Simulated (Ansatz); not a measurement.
Geometry optimisation, DFT PBE, scalar-relativistic, plane waves, PAW in Ansatz.

input.yaml

```yaml
crystal:
  lattice:
    - [5.9, 0.0, 0.0]
    - [4.425, 7.664325, 0.0]
    - [0.0, 0.0, 16.6846]
  atoms:
    - { symbol: Ti, position: [0.0, 0.0, 0.05993551] }
    - { symbol: Ti, position: [0.5, 0.0, 0.05993551] }
    - { symbol: Ti, position: [1.0e-08, 0.33333333, 0.05993551] }
    - { symbol: Ti, position: [0.50000001, 0.33333333, 0.05993551] }
    - { symbol: Ti, position: [1.0e-08, 0.66666665, 0.05993551] }
    - { symbol: Ti, position: [0.50000001, 0.66666665, 0.05993551] }
    - { symbol: Ti, position: [-0.16666666, 0.22222222, 0.20032245] }
    - { symbol: Ti, position: [0.33333334, 0.22222222, 0.20032245] }
    - { symbol: Ti, position: [-0.16666666, 0.55555554, 0.20032245] }
    - { symbol: Ti, position: [0.33333334, 0.55555554, 0.20032245] }
    - { symbol: Ti, position: [-0.16666665, 0.88888887, 0.20032245] }
    - { symbol: Ti, position: [0.33333335, 0.88888887, 0.20032245] }
    - { symbol: Ti, position: [0.0, 0.0, 0.3407094] }
    - { symbol: Ti, position: [0.5, 0.0, 0.3407094] }
    - { symbol: Ti, position: [1.0e-08, 0.33333333, 0.3407094] }
    - { symbol: Ti, position: [0.50000001, 0.33333333, 0.3407094] }
    - { symbol: Ti, position: [1.0e-08, 0.66666665, 0.3407094] }
    - { symbol: Ti, position: [0.50000001, 0.66666665, 0.3407094] }
    - { symbol: "N", position: [1.16666667, 0.11111111, 0.43900363] }
    - { symbol: O, position: [1.16666667, 0.11111111, 0.50972753] }
basis:
  ecutwfc: 420.0
kpoints:
  mp_grid: { grid: [3, 2, 1] }
hamiltonian:
  xc: pbe
scf:
  occupations: { method: gaussian, width: 0.1 }
  lower_state_search: "off"
relax:
  f_tol: 0.03
  max_steps: 60
  adjacent_minimum: "off"
  constraints: [{ sites: [0, 1, 2, 3, 4, 5] }]
```

Command:

```bash
$ ansatz run input.yaml --threads 4 --pin off --max-ram 10240MiB --backend cpu --events-out ev --progress --plain --runs-dir out
```

Where does it end, and by what steps?

The run converged. Limits of this set-up: coarse k mesh, thin slab, slab without dipole correction, odd electron count without spin, a typed lattice constant that wasn't relaxed here. After 19 steps the energy has fallen by 3.216 eV; O20 moved furthest, 2.29 Å. Joined: Ti14–O20 (3.29 → 2.12 Å), Ti15–O20 (3.29 → 2.16 Å), Ti16–O20 (4.42 → 2.12 Å).

| step | energy less start (eV) | largest force component (eV/Å) | accepted |
| --- | --- | --- | --- |
| 0 | 0.0000 | 5.039 | yes |
| 1 | -0.5646 | 3.712 | yes |
| 2 | -0.9442 | 0.786 | yes |
| 3 | -1.1442 | 0.420 | yes |
| 4 | -1.2163 | 0.227 | yes |
| 5 | -1.2888 | 0.700 | yes |
| 6 | -1.5286 | 1.565 | yes |
| 7 | -1.9055 | 1.884 | yes |
| 8 | -2.2581 | 1.625 | yes |
| 9 | -2.2769 | 2.089 | yes |
| 10 | -2.4126 | 0.476 | yes |
| 11 | -2.5131 | 0.563 | yes |
| 12 | -2.6678 | 0.699 | yes |
| 13 | -2.8479 | 0.850 | yes |
| 14 | -3.0251 | 0.561 | yes |
| 15 | -3.1397 | 0.491 | yes |
| 16 | -3.1919 | 0.311 | yes |
| 17 | -3.1871 | 0.362 | no |
| 18 | -3.2156 | 0.063 | yes |
| 19 | -3.2162 | 0.024 | yes |

```xyz
20
Lattice="5.9000 0.0000 0.0000 4.4250 7.6643 0.0000 0.0000 0.0000 16.6846" Properties=species:S:1:pos:R:3
Ti 0.000 0.000 1.000
Ti 2.950 0.000 1.000
Ti 1.475 2.555 1.000
Ti 4.425 2.555 1.000
Ti 2.950 5.110 1.000
Ti 5.900 5.110 1.000
Ti -0.063 1.708 3.237
Ti 2.901 1.709 3.153
Ti 1.506 4.295 3.195
Ti 4.473 4.218 3.205
Ti 2.988 6.808 3.171
Ti 5.897 6.787 3.160
Ti 0.160 0.023 5.579
Ti 3.026 0.023 5.425
Ti 1.405 2.612 5.486
Ti 4.215 2.541 5.529
Ti 3.002 5.176 5.420
Ti 5.906 5.098 5.419
N 7.469 0.895 6.580
O 8.700 1.617 6.800
```

Whether the end is a true minimum wasn't checked by a vibrational analysis.

The run took 98 s on 4 threads of Intel(R) Xeon(R) 6975P-C (Granite Rapids), on a shared host, peak memory 2.2 GiB.
